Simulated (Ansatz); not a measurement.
Basis-set series for CH₅ClOSSi, SMILES `OC(Cl)[SiH2]S`. Charge 0, multiplicity 1. All single points use the PBE0-D4/def2-TZVP geometry. It is one conformer, not always the lowest.

| functional | basis | functions | energy (Eh) | HOMO (eV) | LUMO (eV) |
| --- | --- | --- | --- | --- | --- |
| PBE0-D4 | def2-TZVPP | 258 | -1263.80459 | -7.91 | -0.27 |
| PBE0-D4 | def2-QZVPP | 474 | -1263.84647 | -7.94 | -0.44 |
| ωB97M-V | def2-TZVPP | 258 | -1264.22521 | -10.11 | 1.48 |
| ωB97M-V | def2-QZVPP | 474 | -1264.26506 | -10.15 | 1.06 |

Q: Give the rows for def2-SVP. (An estimate is asked.)

A: Ansatz gave: 
| functional | basis | functions | energy (Eh) | HOMO (eV) | LUMO (eV) |
| --- | --- | --- | --- | --- | --- |
| PBE0-D4 | def2-SVP | 107 | -1263.26664 | -7.80 | 0.15 |
| ωB97M-V | def2-SVP | 107 | -1263.68508 | -9.95 | 2.15 |

Positive LUMOs are unbound and depend on the basis.
